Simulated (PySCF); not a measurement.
# `F[C@H](Br)C1C=C1`, C₄H₄BrF

Geometry (Å), atoms numbered from 1 in this order:
```xyz
10

F    -1.4410   -1.6583    0.4394
C    -1.0633   -0.3560    0.4013
Br   -2.6256    0.6748   -0.2277
C     0.1148   -0.1487   -0.5067
C     1.0550    0.9905   -0.2485
C     1.4999   -0.1838    0.0780
H    -0.8732   -0.0301    1.4302
H    -0.0647   -0.4956   -1.5208
H     1.1620    2.0424   -0.3355
H     2.2449   -0.8305    0.4679
```

The calculation used GIAO HF/pcSseg-1 magnetisability, rotational g tensor and spin-rotation constants, non-relativistic, gas phase in PySCF 2.14.0. Geometry: GFN2-xTB.

The calculation is non-relativistic, which matters for the atoms heavier than Zn.

Q: What are the magnetisability and the molar susceptibility?

A: Isotropic -1179 × 10⁻³⁰ J/T², or -71.0 × 10⁻⁶ cm³/mol; principal values -1296, -1132, -1108 × 10⁻³⁰ J/T², anisotropy 177 × 10⁻³⁰ J/T² (root of half the summed squared differences of the principal values). The susceptibility is in cgs units.

Q: Split it along the inertial axes a, b, c into diamagnetic and paramagnetic parts about the centre of mass, with the quadrupole moment.

A: 
| axis | χ (10⁻⁶ cm³/mol) | diamagnetic (10⁻⁶ cm³/mol) | paramagnetic (10⁻⁶ cm³/mol) | summed x² of all electrons (Å²) | quadrupole Θ (D Å) |
| --- | --- | --- | --- | --- | --- |
| a | -70.5 | -334.5 | 264.0 | 187.7 | +5.27 |
| b | -67.7 | -866.0 | 798.2 | 62.4 | -4.02 |
| c | -74.7 | -1061.0 | 986.2 | 16.4 | -1.25 |

Anisotropies 2χaa − χbb − χcc = +1.5 and 2χbb − χaa − χcc = +9.7 × 10⁻⁶ cm³/mol. Θ is traceless in Buckingham's convention.

Q: And the rotational g tensor?

A: 
```
axis  rotational constant (GHz)        g  nuclear part  electronic part
   a                     4.5184  -0.0301        0.5303          -0.5604
   b                     1.4052  -0.0075        0.5194          -0.5270
   c                     1.1134  -0.0032        0.5127          -0.5159
```
Asymmetric top; isotopes 79Br, 12C, 19F, 1H; no vibrational averaging.
